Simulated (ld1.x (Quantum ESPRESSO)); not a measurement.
**I (Z = 53): one change to a TM potential, before and after**

```json
{"Element": "I", "Generator": "ld1.x (Quantum ESPRESSO) 7.5", "Type": "norm-conserving Troullier–Martins (Kleinman–Bylander form)", "Functional": "PW91", "Relativity": "scalar-relativistic", "Frozen core": "[Kr]", "Valence charge": "17", "Reference configuration": "4d10 5s2 5p5", "Partial waves": "5s (bound): rc 1.45 bohr; 5p (bound): rc 1.55 bohr; 4d (bound): rc 1.10 bohr", "Local potential": "all-electron potential smoothed inside 1.30 bohr (lloc = -1)", "Core correction": "Bessel-smoothed model core inside 0.75 bohr"}
```

All-electron outer shells of the reference configuration (PW91, scalar-relativistic, ld1.x):

| shell | level (eV) | outermost node (bohr) | outermost maximum (bohr) |
| --- | --- | --- | --- |
| 4s | -180.61 | 0.37 | 0.68 |
| 4p | -127.60 | 0.37 | 0.72 |
| 4d | -50.33 | 0.35 | 0.78 |
| 5s | -17.48 | 0.88 | 1.70 |
| 5p | -7.13 | 0.96 | 2.02 |

Change: all radii but the core radius scaled by about 1.20 (s 1.74, p 1.86, d 1.32 bohr); local potential all-electron potential smoothed inside 1.56 bohr (lloc = -1).

Cutoffs: the cutoffs (Ry, on a coarse ladder) from which the occupation-weighted sum of valence levels, in a spherical-Bessel basis at the reference potential, stays within 10 and 1 mRy of its value at 400 Ry; they do not see the model core or the augmentation charge, which bear on the density cutoff. Errors are all-electron minus pseudo energies relative to the spin-unpolarised reference configuration.

**Question.** Predict the effect on cutoff, ghosts and configuration errors.

**Answer.** The potential gets softer (120 Ry and 200 Ry → 110 Ry and 180 Ry); the bound ghosts move from p, s to s; of the 7 tests that both files solve, the error grows in 0 and shrinks in 7 by more than 15 % and 0.3 meV (median size 132.3 → 47.1 meV). A larger radius leaves more room for a smooth pseudo-wave, so fewer plane waves are needed. That the errors move this way runs against the usual rule that smaller radii transfer better.

| quantity | base | changed |
| --- | --- | --- |
| cutoff, loose | 120 Ry | 110 Ry |
| cutoff, tight | 200 Ry | 180 Ry |
| loose cutoff by channel (10 mRy a level) | s 35 Ry, p 45 Ry, d 100 Ry | s 25 Ry, p 12 Ry, d 90 Ry |
| bound ghosts | s, p | s |
| error for 4d10 5s2 5p4, meV [ΔE 11.19 eV] | -22 | +2.9 |
| error for 4d10 5s2 5p3, meV [ΔE 31.10 eV] | -77 | +19 |
| error for 4d10 5s2 5p2, meV [ΔE 60.52 eV] | -133 | +47 |
| error for 4d9 5s2 5p6, meV [ΔE 45.87 eV] | -1016 | -276 |
| error for 4d9 5s2 5p5, meV [ΔE 58.30 eV] | -1100 | -140 |
| error for 4d10 5s2 5p1, meV [ΔE 100.05 eV] | -132 | +60 |
| error for 4d10 5s2 5p5.3, meV [ΔE -1.80 eV] | -1.1 | +0.8 |

 A true bound ghost makes a file unfit for plane-wave use even where its test errors are small: the radial tests pick states by their node count and pass the ghost by.
